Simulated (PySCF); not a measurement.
Al(F)(NCO)(OMe) (C2H3AlFNO2), SMILES C[O][Al]([F])[N]=C=O. Atoms are numbered in the order given.

```xyz
10

Al     0.6078     0.5349     0.0000
F      2.2377     0.8086     0.0000
N      0.0273    -1.1291     0.0000
C     -0.3347    -2.2764     0.0000
O     -0.6938    -3.3907     0.0000
O     -0.4239     1.8530     0.0000
C     -1.7916     2.1495     0.0000
H     -2.0540     2.7466     0.8909
H     -2.0540     2.7466    -0.8909
H     -2.4250     1.2427     0.0000
```

Coordinates come from a B3LYP-D3(BJ)/def2-SVP optimisation. One conformer was computed; it need not be the lowest.

Level of theory: B3LYP/pcSseg-1 (PySCF).

GIAO shieldings, no solvent; atoms alike by connectivity are averaged. δ = σ(ref) − σ: ¹⁹F against CFCl3 (σ = 161.7 ppm); ¹⁵N against NH3 (σ = 265.5 ppm); ¹³C against TMS (σ = 181.3 ppm); ¹⁷O against H2O (σ = 333.8 ppm); ¹H against TMS (σ = 31.68 ppm), references at their B3LYP-D3(BJ)/def2-TZVP geometries, non-relativistic.

| atoms | nucleus | count | δ (ppm) |
|---|---|---|---|
| F2 | ¹⁹F | 1 | -207.6 |
| N3 | ¹⁵N | 1 | ___ |
| C4 | ¹³C | 1 | 128.9 |
| C7 | ¹³C | 1 | 57.8 |
| O5 | ¹⁷O | 1 | ___ |
| O6 | ¹⁷O | 1 | 12.7 |
| H8, H9, H10 | ¹H | 3 | ___ |

Complete the blanks. (An estimate is asked for; the answer gives what the named calculation found.)


- O5, δ (ppm): 137.9
- H8, H9, H10, δ (ppm): 4.26
- N3, δ (ppm): 38.7
